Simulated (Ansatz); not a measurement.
A further run on the cluster Pt3W.

```yaml
crystal:
  periodic: [false, false, false]
  atoms:
    - {symbol: W, position_ang: [-0.283037, 0.249331, 0.060941]}
    - {symbol: Pt, position_ang: [0.240278, -0.448596, 2.152114]}
    - {symbol: Pt, position_ang: [1.299573, 1.513478, -0.954528]}
    - {symbol: Pt, position_ang: [-1.256814, -1.314213, -1.258527]}
basis:
  gaussian: {orbitals: def2-SVPD}
hamiltonian: {xc: {name: PBE0}, dispersion: d3bjatm}
scf: {lower_state_search: full}
output: {forces: true}
```

```sh
$ ansatz run in.yaml --threads 4 --pin off --events-out ev --progress --plain --max-ram 3916MiB
```

Output, abridged:

```
Functional definition: PBE0
1334 factors; integrals over basis functions are off by at most 7.6e-4 eV
mean field evaluation 1: about -11557.1318 eV, gradient 6.4e1 eV
mean field evaluation 2: about -11557.3092 eV, gradient 6.4e1 eV
mean field evaluation 4: about -11562.4816 eV, gradient 4.8e1 eV
mean field evaluation 8: about -11566.7735 eV, gradient 3.0e0 eV
mean field evaluation 16: about -11566.8004 eV, gradient 4.5e-3 eV
mean field evaluation 32: about -11537.5102 eV, gradient 8.0e1 eV
mean field evaluation 64: about -11474.7858 eV, gradient 6.5e2 eV
mean field evaluation 96: about -11438.1119 eV, gradient 4.8e2 eV
mean field evaluation 128: about -11454.0026 eV, gradient 5.7e2 eV
mean field evaluation 160: about -11566.8004 eV, gradient 4.0e-5 eV
mean field evaluation 192: about -11566.8004 eV, gradient 8.8e-5 eV
mean field evaluation 224: about -11566.8003 eV, gradient 3.4e-2 eV
mean field -11566.80035681 eV, -425.0720728540 hartree, gradient 2.5e-5 eV, S^2 0.000000; 4 other end points of the search recorded, 0 dependent functions left out
reference -11566.80038737 eV, -425.0720739769 hartree; 34, 34 occupied and 106, 106 virtual orbitals, 1334 factors
Total energy: -11567.03424239 eV, -425.0806679904 hartree
Atom 0 at    -0.283037     0.249331     0.060941 Å, force     0.217511    -0.191660    -0.046345 eV/Å
Atom 1 at     0.240278    -0.448596     2.152114 Å, force    -0.108664     0.154359    -0.522013 eV/Å
Atom 2 at     1.299573     1.513478    -0.954528 Å, force    -0.370480    -0.330948     0.246594 eV/Å
Atom 3 at    -1.256814    -1.314213    -1.258527 Å, force     0.261632     0.368249     0.321763 eV/Å
Dipole moment:    -0.113435     0.099926     0.024426 e Å
```

Hardware: 4 threads of Arm Neoverse N1 on a shared host. Wall time 30 s.

In the def2 sets Pt, W take a core potential; there is no spin–orbit coupling.
